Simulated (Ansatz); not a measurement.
CH$_{3}$BBrClSi, SMILES `ClB1[SiH2]C1Br` at its PBE0-D4/def2-TZVP geometry, where that method's forces vanish. Charge 0, multiplicity 1.

```xyz
8

Cl    2.0664   -0.8863   -1.5969
B     0.5934   -0.3157   -0.9202
Si   -0.8122   -0.8140    0.3194
C     0.2021    0.8385   -0.0456
Br    1.3928    1.9971    0.9021
H    -2.2521   -0.4819    0.2461
H    -0.4987   -1.7283    1.4442
H    -0.6917    1.3905   -0.3490
```

What forces (eV/Å) does PBE-D4/def2-TZVPP give on these atoms in Ansatz? (An estimate is asked.)

Computed: 
```
Cl1  0.182 -0.093 -0.074
B2  -0.016  0.008 -0.107
Si3 -0.086 -0.174 -0.030
C4   0.012 -0.064 -0.117
Br5  0.231  0.256  0.202
H6  -0.169  0.050  0.019
H7   0.032 -0.106  0.138
H8  -0.186  0.124 -0.032
```
